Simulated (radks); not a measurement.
Question: Excited configurations of Gd+: one electron is placed in a higher orbital outside [Xe] 4f7 5d1. The ground configuration is [Xe] 4f7 5d1 6s1. Method: scalar-relativistic Kohn-Sham, r2SCAN, spin-unpolarised, spherical densities, finite nucleus; meta-GGA in the generalised Kohn-Sham scheme; Fermi nuclear charge, rms radius 5.1569 fm; computed with a radial shooting solver on a logarithmic mesh with Libxc functionals. Excitation = E - E(ground); binding = E(ion) - E, where the ion is the core of charge +2; n* = 2/sqrt(2 binding) in atomic units, and the quantum defect is n - n*.

outer orbital  excitation (eV)  binding (eV)     n*  quantum defect  eigenvalue (eV)  <r> (bohr)
5f                       8.273         3.395  4.004           0.996           -2.362       8.777
6p                       3.468         8.199  2.576           3.424           -6.200       4.716
6d                       6.982         4.686  3.408           2.592           -3.439       7.394
6f                       9.405         2.263  4.904           1.096           -1.696       15.19
7p                       7.432         4.236  3.584           3.416           -3.338       9.419
7d                       8.842         2.826  4.389           2.611           -2.178       13.28
7f                      10.066         1.601  5.830           1.170           -1.240       23.08

Estimate the row for 7s.

Answer: excitation (eV) 6.240; binding (eV) 5.427; n* 3.167; quantum defect 3.833; eigenvalue (eV) -4.291; <r> (bohr) 7.756. The Delta-SCF ionisation energy is 11.668 eV (NIST Atomic Spectra Database: 12.08 eV, semi-empirical). Self-interaction in the functional shifts the binding energies and quantum defects, so they are the method's values and not measured ones. Spin polarisation and multiplet splitting are left out, so open shells lie too high by an amount that depends on their filling. Spin-orbit splitting is averaged out at the scalar-relativistic level.

Beside tabulated values, note that spin-unpolarised runs miss the spin-polarisation part of the exchange energy of open shells.
